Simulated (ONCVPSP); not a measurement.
# Mo (Z = 42): one change to an ONCV potential, before and after

Mo (Z = 42), optimised norm-conserving Vanderbilt (ONCV), made with ONCVPSP 4.0.1 (PW91, fully relativistic). Core [Kr], reference 4d5 5s1. Waves: 5s: rc 3.20 bohr, ncon 5, nbas 8, qcut 2.2 1/bohr, 2 projectors, debl 3 Ha; p scattering state at 0.18 Ha: rc 2.55 bohr, ncon 3, nbas 7, qcut 3.4 1/bohr, 3 projectors, debl 2.3 Ha; 4d: rc 2.50 bohr, ncon 5, nbas 9, qcut 6.4 1/bohr, 1 projector; f scattering state at 0.32 Ha: rc 3.25 bohr, ncon 3, nbas 7, qcut 3.9 1/bohr, 2 projectors, debl 3.2 Ha. Local part: polynomial inside 2.15 bohr (lpopt 5, dvloc0 6 Ha). Core correction: none.

Open shells are filled in proportion to 2j + 1.

Change: all radii scaled by about 0.87 (s 2.78, p 2.22, d 2.18, f 2.82 bohr); local potential polynomial inside 1.86 bohr (lpopt 5, dvloc0 6 Ha).

Cutoffs: the cutoffs (Ha) at which the residual kinetic energy of the hardest occupied pseudo-wave falls to 1 and 0.1 mHa per electron; they do not see the model core or the augmentation charge, which bear on the density cutoff. Errors are all-electron minus pseudo energies relative to the spin-unpolarised reference configuration.

**Question.** Predict the effect on cutoff, ghosts and configuration errors.

**Answer.** The potential gets harder (15 Ha and 17 Ha → 16 Ha and 19 Ha); both files keep a bound ghost (p); the lowest positive-energy flag moves from p3/2 at 35.6 eV to s at 104.5 eV; of the 4 tests that both files solve, the error grows in 1 and shrinks in 3 by more than 15 % and 0.3 meV (median size 29.9 → 18.8 meV). A smaller radius makes the pseudo-wave follow the all-electron one further in, where it bends more sharply, so more plane waves are needed.

```
                            quantity               base            changed
                       cutoff, loose              15 Ha              16 Ha
                       cutoff, tight              17 Ha              19 Ha
             loose cutoff by channel  s 2.9 Ha, d 15 Ha  s 2.7 Ha, d 16 Ha
                        bound ghosts               p1/2         p3/2, p1/2
         GHOST(+) flags under 300 eV    p3/2 at 35.6 eV      s at 104.5 eV
 error for 4d5 5s0, meV [ΔE 6.94 eV]                +11               +9.1
error for 4d4 5s0, meV [ΔE 22.47 eV]                +23                +45
error for 4d3 5s0, meV [ΔE 49.27 eV]                -64               -1.2
 error for 4d4 5s1, meV [ΔE 8.12 eV]                -36                -29
```

Base: The cutoffs count occupied waves only; projector 3 of the p channel, the hardest unoccupied one, needs 55 Ha at the loose tolerance. Changed file: The cutoffs count occupied waves only; projector 2 of the f channel, the hardest unoccupied one, needs 56 Ha at the loose tolerance. A true bound ghost makes a file unfit for plane-wave use even where its test errors are small: the radial tests pick states by their node count and pass the ghost by.
